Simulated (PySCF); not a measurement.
B3LYP has the VWN-RPA correlation part, as in Gaussian. Excitations are Tamm–Dancoff values on a coarser integration grid. The basis has no diffuse functions, so Rydberg states are missing or too high.

Z-matrix (Å, degrees):
```
Sn
O 1 1.9576
H 2 0.9645 1 112.16
O 1 1.9576 2 106.17 3 -20.75
H 4 0.9645 1 112.16 2 145.12
O 1 1.9576 2 106.17 3 -145.09
H 6 0.9645 1 112.16 2 20.76
O 1 1.9576 2 116.29 3 97.08
H 8 0.9645 1 112.16 2 97.08
```
Charge 0, spin multiplicity 1.

**Question.** What brightest of the four lowest singlets (TDA), HOMO and dipole moment does B3LYP-D3(BJ)/def2-TZVP (PySCF 2.14.0) give?

**Answer.** 
The brightest of the four lowest singlets (TDA) comes out as 5.86 eV and the HOMO is -8.85 eV. The dipole moment is 0.00 D.
